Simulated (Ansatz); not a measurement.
Geometry optimisation, Ansatz 0.2.0, RKS PBE/def2-SVP.

Input:

```yaml
crystal:
  periodic: [false, false, false]
  atoms:
    - { symbol: W, position_ang: [-0.064655, -0.035682, 0.011384] }
    - { symbol: Cl, position_ang: [-0.300531, -0.045831, 2.372231] }
    - { symbol: O, position_ang: [1.81488, -0.313729, -0.024604] }
    - { symbol: H, position_ang: [2.203231, -1.168882, -0.298412] }
    - { symbol: O, position_ang: [-0.307637, 1.786566, -0.267801] }
    - { symbol: H, position_ang: [-0.907458, 2.366323, -0.772481] }
    - { symbol: F, position_ang: [-1.934977, -0.254496, -0.119736] }
    - { symbol: F, position_ang: [-0.139662, -1.93123, 0.013264] }
    - { symbol: F, position_ang: [-0.064676, -0.230044, -1.876703] }
    - { symbol: O, position_ang: [1.904098, 1.95768, 1.440063] }
    - { symbol: H, position_ang: [2.616425, 1.330869, 1.210505] }
    - { symbol: H, position_ang: [1.627562, 1.650057, 2.339589] }
basis:
  gaussian: { orbitals: def2-SVP }
hamiltonian:
  xc: pbe
relax:
  f_tol: 0.03
  max_steps: 50
```

Run as:

```bash
$ ansatz run input.yaml --threads 4 --pin off --max-ram 5120MiB --backend cpu --events-out ev --progress --plain --runs-dir out
```

Task: Where does it end, and by what steps?

Result: It converged. After 29 steps the energy has fallen by 0.884 eV; H6 moved furthest, 1.99 Å.

```
step  energy less start (eV)  largest force component (eV/Å)  accepted
   0                  0.0000                           0.614       yes
   2                 -0.0525                           1.589       yes
   4                 -0.0973                           1.061       yes
   6                 -0.1412                           0.924       yes
   8                 -0.2054                           0.186       yes
  10                 -0.2256                           2.183       yes
  12                 -0.4636                           0.351       yes
  14                 -0.7174                           0.446       yes
  16                 -0.8288                           0.230       yes
  18                 -0.8548                           0.137       yes
  20                 -0.8704                           0.305       yes
  22                 -0.8803                           0.091       yes
  24                 -0.8830                           0.117       yes
  26                 -0.8836                           0.046       yes
  28                 -0.8839                           0.036       yes
  29                 -0.8839                           0.016       yes
```

```xyz
12
Properties=species:S:1:pos:R:3
W -0.384 -0.266 -0.048
Cl -0.914 -0.750 2.175
O 1.564 -0.143 0.288
H 2.041 -0.993 0.206
O -0.282 1.526 0.232
H 0.598 2.109 0.500
F -2.209 -0.473 -0.442
F 0.107 -2.091 -0.257
F -0.162 -0.126 -1.917
O 1.924 2.393 0.830
H 2.176 1.434 0.658
H 1.988 2.492 1.801
```

Whether the end is a true minimum wasn't checked by a vibrational analysis.

Time of the run: 80 s on 4 threads of Arm Neoverse V2, on a shared host, peak memory 0.24 GiB.
